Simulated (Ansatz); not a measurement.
Reaction (ligand exchange at the Si–O bond): `C[Si](O)(F)Cl` + `N=C=O` → `C[Si](F)(Cl)N=C=O` + H₂O

Calculated with Ansatz (gas phase, PBE0-D4/def2-TZVP geometries, no zero-point term in ΔE). CBS: MP2 limit from def2 TZ/QZ plus the TZ coupled-cluster correction, frozen cores. This one scheme is used for every species. Functionals use def2-TZVPP. B3LYP here is the variant with VWN-RPA as its local correlation; programs differ in this. HSE06 is defined as in plane-wave codes. Each species was taken in one conformer, which may not be the lowest.

```csv
level,ΔE (kJ/mol)
LDA (SPW92),20.3
revPBE-D4,12.3
B97M-V,16.3
revPBE,17.9
B3LYP,18.8
HSE06,15.2
MP2/def2-SVP,9.5
CCSD(T)/def2-TZVPP,13.2
```

Q: What does CCSD(T)/CBS give? (Best estimate.)

A: Computed: +11.0 kJ/mol. The listed levels differ from it by 9.3, 1.3, 5.3, 6.9, 7.8, 4.2, -1.5, 2.2 kJ/mol.

Q: What do rigid-rotor, harmonic-oscillator terms from PBE0-D4/def2-TZVP frequencies (298.15 K, 1 bar) make of the CCSD(T)/CBS value? (Estimate.)

A: Ansatz gave: ΔZPE = 0.0 kJ/mol, ΔH = +14.0 kJ/mol, ΔS = 4 J/(mol·K), ΔG = +12.9 kJ/mol. Modes under 50 cm⁻¹ make the entropy rough.

Largest T1 diagnostic among the species: 0.018.

From BLYP to BHLYP (50 % exact exchange), in def2-TZVPP and without D4, ΔE moves by −5.2 kJ/mol. Leaving LDA and LC-ωPBE aside and taking each functional with its dispersion term where it has one, the values, not all of them listed here, spread over 6.2 kJ/mol, from BHLYP-D4 to r2SCAN-D4. The D4 term adds −5.3 kJ/mol with B3LYP and −3.2 kJ/mol with PBE0; it sums over pairs of atoms, weighted by their polarisabilities, and B3LYP, whose exchange is more repulsive, gets the larger term.
